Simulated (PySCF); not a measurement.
BO, SMILES O=[B] (connectivity only; charge and spin as stated), charge +1, multiplicity 1. Atoms are numbered in the order given.

```xyz
2

B      0.0000     0.0000    -0.7348
O      0.0000     0.0000     0.4593
```
Charge +1, spin multiplicity 1.

Coordinates come from a r2SCAN-D4/def2-TZVPD optimisation. The multiplicity is an assumed one; other spin states were not compared.

Level of theory: PBE/pcSseg-2 (PySCF).

GIAO shieldings, no solvent; atoms alike by connectivity are averaged. δ = σ(ref) − σ: ¹¹B against BF3 (σ = 83.1 ppm); ¹⁷O against H2O (σ = 327.5 ppm), references at their B3LYP-D3(BJ)/def2-TZVP geometries, non-relativistic.

```tsv
nucleus	atoms	count	δ (ppm)
¹¹B	B1	1	22.7
¹⁷O	O2	1	-108.1
```
